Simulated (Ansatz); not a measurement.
System: SF, net charge 0, doublet state. 
Geometry from a B3LYP-D3(BJ)/def2-TZVP (Ansatz, a quantum-chemistry and plane-wave program) optimisation:
SMILES: F[S]
```xyz
2

S      0.0000     0.0000    -0.5793
F      0.0000     0.0000     1.0299
```
Charge 0, spin multiplicity 2.

Wanted: atomisation energy (electronic, to ground-state atoms), in kcal/mol. Cores are frozen in the correlated levels unless marked. Open shells are spin-unrestricted. Spin-orbit coupling is left out. Non-relativistic. The coupled-cluster limit lacks core correlation, which all-electron functionals hold. CBS marks a two-point X^-3 extrapolation of the correlation energy; Hartree-Fock from the larger set (for Q and 5 zeta extrapolated as (X+1)exp(-9√X)). The bracket is a focal-point correction in the basis named.

```json
[
 {"level": "HF/cc-pV(D+d)Z", "program": "Ansatz", "atomisation energy (kcal/mol)": "24.9"},
 {"level": "HF/cc-pV(T+d)Z", "program": "Ansatz", "atomisation energy (kcal/mol)": "33.8"},
 {"level": "HF/cc-pwCVTZ", "program": "Ansatz", "atomisation energy (kcal/mol)": "34.1"},
 {"level": "HF/def2-TZVPPD", "program": "Ansatz", "atomisation energy (kcal/mol)": "34.8"},
 {"level": "PBE0-D4/def2-TZVP", "program": "Ansatz + dftd4", "atomisation energy (kcal/mol)": "84.4"},
 {"level": "PBE0-D4/def2-TZVPD", "program": "Ansatz + dftd4", "atomisation energy (kcal/mol)": "84.7"},
 {"level": "PBE0/def2-TZVPD", "program": "Ansatz", "atomisation energy (kcal/mol)": "84.4"},
 {"level": "LC-wPBE-D4/def2-TZVPD", "program": "Ansatz + dftd4", "atomisation energy (kcal/mol)": "86.0"},
 {"level": "PBE-QIDH/def2-TZVPD", "program": "Ansatz", "atomisation energy (kcal/mol)": "80.4"},
 {"level": "RPA@PBE/cc-pV(Q+d)Z", "program": "Ansatz", "atomisation energy (kcal/mol)": "74.2"},
 {"level": "MP2/aug-cc-pV(D+d)Z", "program": "Ansatz", "atomisation energy (kcal/mol)": "78.2"},
 {"level": "MP2/def2-QZVPPD", "program": "Ansatz", "atomisation energy (kcal/mol)": "87.7"},
 {"level": "CCSD/aug-cc-pV(Q+d)Z", "program": "Ansatz", "atomisation energy (kcal/mol)": "78.5"},
 {"level": "CCSD/cc-pV(5+d)Z", "program": "Ansatz", "atomisation energy (kcal/mol)": "78.7"},
 {"level": "CCSD(T)/STO-3G", "program": "Ansatz", "atomisation energy (kcal/mol)": "49.2"},
 {"level": "CCSD(T)/cc-pV(D+d)Z", "program": "Ansatz", "atomisation energy (kcal/mol)": "63.2"},
 {"level": "CCSDT/cc-pV(D+d)Z", "program": "Ansatz", "atomisation energy (kcal/mol)": "63.4"},
 {"level": "RI-MP2/CBS(aug-cc-pV(T+d)Z,aug-cc-pV(Q+d)Z)+[CCSD(T)-MP2]/aug-cc-pV(D+d)Z", "program": "Ansatz", "atomisation energy (kcal/mol)": "84.8"},
 {"level": "RI-MP2/CBS(cc-pV(T+d)Z,cc-pV(Q+d)Z)+[CCSD(T)-MP2]/cc-pV(Q+d)Z", "program": "Ansatz", "atomisation energy (kcal/mol)": "84.0"},
 {"level": "RI-MP2/CBS(def2-TZVPP,def2-QZVPP)+[CCSD(T)-MP2]/def2-QZVPP", "program": "Ansatz", "atomisation energy (kcal/mol)": "84.0"},
 {"level": "CCSD(T)/CBS(cc-pV(Q+d)Z,cc-pV(5+d)Z)", "program": "Ansatz", "atomisation energy (kcal/mol)": "84.7"}
]
```
